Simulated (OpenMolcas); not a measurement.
## Computed levels of Nb II

```json
{"Program": "OpenMolcas 26.06", "Method": "SS-CASPT2, IPEA 0.25 Eh, imaginary shift 0.1 Eh (closed shells correlated: 4s 4p)", "Basis": "ANO-RCC-VTZP [7s6p4d2f1g]", "Scalar Hamiltonian": "DKH2, point nucleus", "Active space": "4 electrons in 5 orbitals (4d)", "State averaging": "2S+1 = 5 even, 5 roots; 2S+1 = 3 even, 45 roots; 2S+1 = 1 even, 50 roots (49 in the spin-orbit step)", "Spin-orbit coupling": "RASSI with atomic mean-field integrals over the reference wave functions, term energies averaged over their components"}
```

With spin-orbit coupling, above the lowest level:

| Configuration | Term | J | E (cm-1) | Measured (cm-1) | g | Term weight % |
| --- | --- | --- | --- | --- | --- | --- |
| 4d4 | 5D | 0 | 0.0 | 0.0 |  | 98 |
| 4d4 | 5D | 1 | 154 | 159 | 1.501 | 99 |
| 4d4 | 5D | 2 | 430 | 438 | 1.501 | 100 |
| 4d4 | 5D | 3 | 796 | 801 | 1.500 | 100 |
| 4d4 | 5D | 4 | 1227 | 1225 | 1.499 | 99 |
| 4d4 | 3P(1) | 0 | 8480 | 5562 |  | 97 |
| 4d4 | 3P(1) | 1 | 9250 | 6192 | 1.498 | 99 |
| 4d4 | 3P(1) | 2 | 10500 | 7261 | 1.497 | 99 |
| 4d4 | 3H | 4 | 10670 |  | 0.832 | 90 |
| 4d4 | 3H | 5 | 11020 |  | 1.040 | 96 |
| 4d4 | 3H | 6 | 11340 |  | 1.165 | 99 |
| 4d4 | 3F(1) | 2 | 11420 |  | 0.672 | 98 |
| 4d4 | 3F(1) | 3 | 11500 |  | 1.051 | 89 |
| 4d4 | 3F(1) | 4 | 11670 |  | 1.208 | 86 |
| 4d4 | 3G | 3 | 13210 |  | 0.785 | 89 |
| 4d4 | 3G | 4 | 13520 |  | 1.059 | 89 |
| 4d4 | 3G | 5 | 13800 |  | 1.194 | 96 |
| 4d4 | 3D | 2 | 16270 |  | 1.144 | 85 |
| 4d4 | 3D | 3 | 16320 |  | 1.330 | 99 |
| 4d4 | 1I | 6 | 16400 |  | 1.002 | 99 |
| 4d4 | 3D | 1 | 16580 |  | 0.503 | 100 |
| 4d4 | 1G(1) | 4 | 16930 |  | 1.004 | 95 |
| 4d4 | 1D(1) | 2 | 17980 |  | 1.022 | 85 |
| 4d4 | 1S | 0 | 18750 |  |  | 98 |
| 4d4 | 1F | 3 | 21630 |  | 1.003 | 98 |
| 4d4 | 3P(2) | 2 | 26170 |  | 1.499 | 99 |
| 4d4 | 3F(2) | 4 | 26750 |  | 1.248 | 99 |
| 4d4 | 3F(2) | 2 | 26860 |  | 0.668 | 99 |
| 4d4 | 3F(2) | 3 | 26910 |  | 1.083 | 98 |
| 4d4 | 3P(2) | 1 | 27030 |  | 1.500 | 100 |
| 4d4 | 3P(2) | 0 | 27510 |  |  | 100 |
| 4d4 | 1G(2) | 4 | 30480 |  | 1.002 | 99 |
| 4d4 | 1D(2) | 2 | 40340 |  | 1.000 | 100 |

Against the 7 measured excited levels shown (NIST Handbook of Basic Atomic Spectroscopic Data) the mean absolute deviation is 1300 cm-1; the largest miss in energy is 4d4 3P2(1): computed 10500, measured 7261 cm-1 (+44.6 %).

Spin-orbit coupling puts the lowest level 837 cm-1 below the lowest spin-free term.

A least-squares Racah fit to the terms below 60000 cm-1, each weighted by 2L + 1 and with a free common offset, gives B = 479 cm-1 and C = 1964 cm-1 (C/B = 4.10), with an rms deviation of 722 cm-1.

For 5D the intervals divided by the larger J are 153.7, 138.3, 122.0, 107.7 cm-1. Landé's interval rule makes them equal in pure LS coupling; they differ by 35 % of their mean. The multiplet is regular.

CASPT2 breaks the degeneracy within a term, and the mean is taken; among the terms shown or strongly mixed into the levels shown the widest spread is 740 cm-1 (4d4 1G(2)). Some high roots are left out of the spin-orbit mixing, which shifts the levels that they would mix with. Configurations with an s electron lie low at this charge and mix in, so terms can be misplaced. The CASPT2 spread within a term exceeds the gap to the next term for 4d4 1I and 4d4 3D, 4d4 3D and 4d4 1G(1), 4d4 3P(2) and 4d4 3F(2), so the order of their levels is uncertain, and so are names and mixing where such terms share a J. Some terms miss by over 15 % even with CASPT2, which points to a basis or an active space too small for the shells correlated. Computed and measured levels are paired by configuration, term and J; levels that our copy of the source lacks, or whose pairing is in doubt (as where it misses far off the trend of its configuration), stay unpaired and out of the deviations. Levels of configurations outside the active space are missing. The first state left out of the spin-orbit step lies near 66000 cm-1 above the lowest spin-free state of the reference (among the parities and spins computed), and the list stops at four fifths of that energy or lower.

The CASPT2 steps took 20 s on 1 thread of Arm Neoverse V2, on a shared host; the integral step is not counted.

The term weight is that of the spin-free term in the level, not the purity of its configuration. A number in round brackets counts repeated terms of one configuration in the order of the reference energies.
